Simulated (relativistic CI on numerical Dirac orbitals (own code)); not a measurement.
What each ingredient does to the levels of Ru³⁴⁺

Base calculation: Dirac-Coulomb-Breit CI, orbitals from a KLI potential per configuration, a model potential for QED, unscaled Slater integrals.

CI space (outside the closed core 1s2): 2s²2p⁶, 2s²2p⁵3s, 2s²2p⁵3p, 2s²2p⁵3d, 2s2p⁶3s, 2s2p⁶3p, 2s2p⁶3d, 2s²2p⁵4s, 2s²2p⁵4p, 2s²2p⁵4d, 2s²2p⁵4f, 2s2p⁶4s, 2s2p⁶4p, 2s2p⁶4d, 2s²2p⁴3s², 2s2p⁶4f, 2s²2p⁵5s, 2s²2p⁵5p, 2s²2p⁴3s3p, 2s²2p⁵5d, 2s²2p⁵5f, 2s²2p⁵5g, 2s²2p⁴3p², 2s²2p⁴3s3d, 2s²2p⁴3p3d, 2s2p⁵3s², 2s²2p⁴3d², 2s2p⁵3s3p, 2s2p⁶5s, 2s2p⁵3p², 2s2p⁶5p, 2s2p⁵3s3d, 2s2p⁶5d, 2s2p⁶5f, 2s2p⁶5g, 2s2p⁵3p3d. Levels of other configurations are missing.

Variants: (1) configuration mixing switched off; (2) non-relativistic limit. Shifts of the energy above 2s²2p⁶ ¹S0, in eV, for the lowest level and the first level of each name with at least 55 % of one term (blank where a level changes its place among those of its configuration and J or its character, or is not in the variant):

```tsv
Level	Base	Δ(1)	Δ(2)
2s²2p⁶ ¹S0	0.00	0.00	0.00
2s²2p⁵3s ³P°2	2647.06	+0.12	+42.45
2s²2p⁵3s ¹P°1	2651.28	+0.25	
2s²2p⁵3p ³D3	2750.83	-0.11	+3.42
2s²2p⁵3p ¹P1	2750.93	+0.35	
2s²2p⁵3p ³P2	2757.13	-0.20	
2s²2p⁵3s ³P°0	2781.58	+0.34	-92.07
2s²2p⁵3p ³P0	2781.95	+0.43	-21.36
2s²2p⁵3s ³P°1	2783.51	+0.48	
2s²2p⁵3d ³P°0	2833.92	-0.19	+1.09
2s²2p⁵3d ³P°1	2837.66	-0.30	-2.65
2s²2p⁵3d ³F°3	2841.60	-0.59	-0.87
2s²2p⁵3d ³D°2	2844.04	-0.55	
2s²2p⁵3d ³F°4	2846.12	-0.63	-5.38
```

At this charge energies of transitions that change n are usually good to better than 1 %, and those within a shell (Δn = 0) to a few per cent.

Ionisation energy from the two ground configurations alone: base 4751.33 eV. The NIST ASD value (semi-empirical) is 4758 eV.

LS names give the leading component of a level, which can be under half, so a name can repeat, a term be missing and a line seem to break the LS rules.
